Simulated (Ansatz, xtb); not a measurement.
## C3H6Al: which of two conformers lies lower

Structure X: `C/C=[CH]\[AlH]`, a doublet. Structure Y: `C/C=[CH]\[AlH]`, a doublet. Both are isolated molecules in the gas phase, relaxed with PBE0-D3(BJ)/def2-SVP.

X (Å):

```xyz
10

C    -0.6351   -1.8191    1.5864
C    -0.6407   -0.3613    1.2688
C    -0.2190    0.6507    2.0560
Al    0.5309    0.5100    3.8603
H    -0.2324   -2.0323    2.5871
H    -1.6563   -2.2321    1.5263
H    -0.0370   -2.3744    0.8443
H    -1.0408   -0.1196    0.2710
H    -0.3159    1.6537    1.6165
H     0.6991   -0.9300    4.5617
```

Y (Å):

```xyz
10

C    -0.6853    0.3696    1.4018
C     0.2136   -0.0351    0.4828
C     1.5472    0.5747    0.2079
Al   -0.5064    1.8732    2.6435
H    -1.6156   -0.2178    1.4475
H    -0.0265   -0.9037   -0.1506
H     2.3531   -0.1651    0.3497
H     1.6164    0.9091   -0.8411
H     1.7509    1.4382    0.8608
H    -1.7400    2.1413    3.6425
```

Problem. Estimate which is lower in electronic energy at CCSD(T)/def2-SVP, and by roughly how much.

Solution. Too close to call at this level: CCSD(T)/def2-SVP gives E(Y) − E(X) = −0.28 kcal/mol.

Level by level:

| level | geometry | E(Y) − E(X) (kcal/mol) | departure from the last row (kcal/mol) | job, with rough time for the two |
| --- | --- | --- | --- | --- |
| PBE0-D3(BJ)/def2-SVP | PBE0-D3(BJ)/def2-SVP | −0.62 | −0.35 | optimisation, 76 s |
| HF/def2-SVP | PBE0-D3(BJ)/def2-SVP | −0.26 | +0.01 | part of the CCSD(T) run |
| MP2/def2-SVP | PBE0-D3(BJ)/def2-SVP | −0.26 | +0.02 | part of the CCSD(T) run |
| CCSD(T)/def2-SVP | PBE0-D3(BJ)/def2-SVP | −0.28 |  | single point, 26 s |

The largest departure from CCSD(T)/def2-SVP is that of PBE0-D3(BJ)/def2-SVP, 0.35 kcal/mol. Levels run at GFN2-xTB geometries aren't shown. MP2 in a larger basis moves the difference by −0.1 kcal/mol, a step that isn't added because spin contamination makes open-shell MP2 unreliable in this search.

With harmonic frequencies from PBE0-D3(BJ)/def2-SVP (ideal gas, rigid rotor, one conformer each, 200 K, 1 atm): the zero-point term adds −0.14 kcal/mol; ΔH is −0.43 and ΔG −0.39 kcal/mol.

Open shells are spin-unrestricted. The correlated steps freeze 8 core orbitals. Run with Ansatz 0.2.0; the last row on 2 threads of Arm Neoverse V1 on a shared host.
